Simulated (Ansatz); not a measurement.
Mulliken charges of `[OH][Al]([SiH3])[Cl]` from PBE/def2-TZVPP in Ansatz (PBE0-D4/def2-TZVP geometry).

| atom | x (Å) | y (Å) | z (Å) | charge (e) |
| --- | --- | --- | --- | --- |
| O1 | 0.312 | 1.847 | -1.156 | -0.353 |
| Al2 | -0.180 | 0.251 | -0.914 | 0.533 |
| Si3 | 0.139 | -0.760 | 1.276 | -0.021 |
| Cl4 | -1.043 | -0.798 | -2.520 | -0.242 |
| H5 | 0.228 | 2.316 | -1.986 | 0.181 |
| H6 | -0.545 | 0.046 | 2.324 | -0.034 |
| H7 | -0.407 | -2.143 | 1.310 | -0.031 |
| H8 | 1.589 | -0.816 | 1.609 | -0.034 |

Problem. By hand: the dipole of these point charges (1 e Å = 4.8032 D).

Solution. Σ q r = (0.062, 0.203, -0.030) e Å, of length 0.214 e Å = 1.03 D.

Problem. How does the dipole of the full density compare? (Best estimate.)

Solution. The calculation gave: (0.043, 0.133, -0.012) e Å, 0.67 D; the point charges give 1.54 times that, at 3° from its direction.

Point charges leave out the atoms' own dipoles, such as those of lone pairs, and Mulliken's split depends on the basis, so the two needn't agree.
